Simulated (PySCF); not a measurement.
ClH5O2Si2, SMILES O[SiH]([SiH2]Cl)O.

Geometry: PBE0-D3(BJ)/def2-SVP. The structure was generated by enumeration, and PubChem lists no compound with its InChIKey, so it may never have been made. One conformer was computed; it need not be the lowest.

Level of theory: PBE0/def2-TZVP in PySCF.

Gas-phase values at a fixed geometry.

- total energy = -1192.33024 hartree
- highest occupied level = -8.07 eV
- lowest empty level = -0.85 eV
- orbital gap = 7.22 eV
- dipole moment = 1.37 D
- quadrupole, principal values (traceless, Buckingham form, about the centre of nuclear charge) = -8.22, 1.91, 6.30 D·Å
- mean static polarisability = 70.2 bohr³ (10.41 Å³)
- polarisability, principal values = 60.9, 69.7, 80.1 bohr³
